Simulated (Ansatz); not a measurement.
The cluster Sn2O. The state is a triplet with charge 0. Geometry PBE-D4/def2-TZVP; atoms count from 1.

Cartesian coordinates in Å:
```
Sn 1.4042 -0.2317 0.5445
Sn -1.4625 -0.3723 0.2116
O 0.0583 0.6039 -0.7561
```

In the def2 sets Sn takes a core potential; there is no spin–orbit coupling. At PBE0-D4/def2-TZVP a broken-symmetry singlet of charge 0 lies 0.28 eV below the triplet, each at its own geometry. The structure comes from a short search, and lower isomers may exist.

(1) Estimate the Mulliken populations from the PBE0/def2-TZVP orbitals of Ansatz.

(2) Where does the spin sit?

(3) And the Mayer bond orders between heavy atoms (over 0.3)?

Results:

(1) 
```json
{"atom": "Sn1", "charge (e)": "0.34", "spin (α − β)": "0.87"}
{"atom": "Sn2", "charge (e)": "0.34", "spin (α − β)": "0.87"}
{"atom": "O3", "charge (e)": "-0.67", "spin (α − β)": "0.25"}
```
Mulliken values depend strongly on the basis.

(2) Summed by element: Sn 1.75, O 0.25, of 2 unpaired in all. Largest on single atoms: Sn2 0.87, Sn1 0.87, O3 0.25.

(3) Sn1–Sn2 1.18 (2.89 Å); Sn1–O3 0.92 (2.05 Å); Sn2–O3 0.92 (2.05 Å).
